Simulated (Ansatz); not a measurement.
A nudged elastic band was laid between two geometries of CH$_{5}$BOS (9 atoms, charge 0, multiplicity 1).

The calculation used RKS PBE-D4/def2-SVP (Ansatz).

| Property | Result |
| --- | --- |
| movable images | 7 |
| climbing image | yes |
| spring | 5.0 eV/Å² |
| optimiser | quadratic models (default) |
| start path | IDPP |
| force threshold | 0.05 eV/Å |
| iteration limit | 60 |
| end points | relaxed |

Initial state:

```xyz
9
Properties=species:S:1:pos:R:3
C 0.226 0.860 -0.673
B 0.093 -0.481 0.144
O 0.889 -1.541 -0.199
S -1.093 -0.686 1.539
H -0.728 1.110 -1.185
H 0.459 1.720 -0.010
H 1.020 0.787 -1.441
H 0.750 -2.336 0.347
H -1.616 0.567 1.476
```

Final state:

```xyz
9
Properties=species:S:1:pos:R:3
C 0.241 0.989 -0.853
B -0.039 -0.216 0.124
O -0.120 -1.475 -0.408
S -0.243 0.157 1.909
H -0.587 1.068 -1.590
H 0.348 1.969 -0.350
H 1.163 0.793 -1.440
H -0.296 -2.175 0.245
H -0.468 -1.110 2.363
```

**Question.** What changes between the two ends?

**Answer.** No bond is made or broken. The dihedral O3–B2–S4–H9 goes from -180 to 0°.

**Question.** What energy profile does the band end with?

**Answer.** The forces met the threshold. The highest image is number 4 of 0 to 8, 7.6 kcal/mol above the first end and 7.2 kcal/mol above the last; the last end lies 0.3 kcal/mol above the first. A vibrational analysis at the climbing image gives one clearly imaginary mode, 314i cm⁻¹: a first-order saddle point.

```tsv
image	path coordinate (Å)	energy (kcal/mol)	dihedral O3–B2–S4–H9 (°)
0	0.00	0.0	-180
1	0.47	0.2	-171
2	0.94	2.7	-144
3	1.40	6.1	-116
4	1.87	7.6	-88
5	2.58	4.4	-44
6	3.30	0.6	-5
7	4.01	0.4	-2
8	4.72	0.3	0
```

**Question.** What is the geometry of the highest image?

**Answer.** 
```xyz
9
Properties=species:S:1:pos:R:3
C 0.574 0.924 -0.605
B 0.051 -0.365 0.117
O 0.193 -1.582 -0.471
S -0.750 -0.294 1.838
H -0.260 1.644 -0.754
H 1.301 1.456 0.046
H 1.047 0.714 -1.584
H -0.157 -2.284 0.113
H -1.999 -0.213 1.300
```

**Question.** What are the harmonic wavenumbers there?

**Answer.** 314i, 115, 265, 348, 373, 556, 619, 735, 823, 868, 916, 1141, 1260, 1341, 1378, 1406, 2619, 2972, 3048, 3084, 3673 cm⁻¹.

Run time: 3.8 min on 1 thread of Arm Neoverse V1 (shared host), peak memory 0.11 GiB.
